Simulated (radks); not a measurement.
Problem. Valence configurations of P II (all share [Ne]). Method: scalar-relativistic Kohn-Sham, r2SCAN, spin-polarised, spherical densities, finite nucleus; open shells are filled with parallel spins first; meta-GGA in the generalised Kohn-Sham scheme; Fermi nuclear charge, rms radius 3.1889 fm; computed with a radial shooting solver on a logarithmic mesh with Libxc functionals. Order these by energy: 3s2 3p2; 3p4; 3s1 3p3; 3s1.5 3p2.5; 3s0.5 3p3.5.

Solution. From the lowest, in eV above it: 3s2 3p2 0.000; 3s1.5 3p2.5 2.872; 3s1 3p3 4.689; 3s0.5 3p3.5 12.305; 3p4 19.102. NIST lists [Ne] 3s2 3p2 as the ground configuration; this level of theory agrees among the configurations tried. The energies are those of spherical high-spin densities, not of single terms.
